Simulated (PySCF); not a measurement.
Constitutional and geometric isomers with formula C2H3B. Isolated molecules, 0 K electronic values unless said otherwise. Strings in code marks are SMILES.

The S1 excitation (TDA) from two functionals at the same geometries (PBE0-D3(BJ)/def2-TZVP), both in PySCF: PBE-D3(BJ)/def2-TZVP and ωB97X-D3(BJ)/def2-TZVP. Excitations are Tamm–Dancoff values on a coarser integration grid. The basis has no diffuse functions, so Rydberg states are missing or too high.

```csv
species,PBE-D3(BJ)/def2-TZVP (eV),ωB97X-D3(BJ)/def2-TZVP (eV)
`B1C=C1`,5.58,5.92
`B=C=C`,1.78,1.79
`BC#C`,3.59,4.08
```

Over these rows, drawn at random from the members with no instability flagged (it was tested for open shells, ions and some series alone), PBE minus ωB97X-D3(BJ): mean -0.28 eV, from -0.49 eV to -0.01 eV.
